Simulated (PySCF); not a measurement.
Ti(Cl)3(OH), SMILES [OH][Ti]([Cl])([Cl])[Cl] (HCl3OTi), CAM-B3LYP/def2-SVP optimised geometry.

```
6

Ti    -0.72    -1.02     0.00
Cl     1.45    -1.02     0.00
Cl    -1.45     1.02     0.00
Cl    -1.46    -2.06     1.76
O     -1.29    -1.83    -1.40
H     -1.61    -2.28    -2.19
```

Density from CAM-B3LYP/def2-TZVP run with PySCF 2.14.0 at that geometry.

Minimum of the electron density along straight lines between bonded atoms, close to the bond critical point (lines longer than 1.1 times the sum of covalent radii, or with two minima, are not listed):

```json
[
 {"bond": "Ti1–Cl2", "length / Å": "2.174", "ρ at the minimum / e bohr⁻³": "0.105", "∇²ρ there / e bohr⁻⁵": "0.26", "position (fraction from the first atom)": "0.47"},
 {"bond": "Ti1–Cl3", "length / Å": "2.174", "ρ at the minimum / e bohr⁻³": "0.105", "∇²ρ there / e bohr⁻⁵": "0.26", "position (fraction from the first atom)": "0.47"},
 {"bond": "Ti1–Cl4", "length / Å": "2.174", "ρ at the minimum / e bohr⁻³": "0.105", "∇²ρ there / e bohr⁻⁵": "0.27", "position (fraction from the first atom)": "0.47"},
 {"bond": "Ti1–O5", "length / Å": "1.715", "ρ at the minimum / e bohr⁻³": "0.174", "∇²ρ there / e bohr⁻⁵": "0.97", "position (fraction from the first atom)": "0.51"},
 {"bond": "O5–H6", "length / Å": "0.963", "ρ at the minimum / e bohr⁻³": "0.344", "∇²ρ there / e bohr⁻⁵": "-2.43", "position (fraction from the first atom)": "0.82"}
]
```
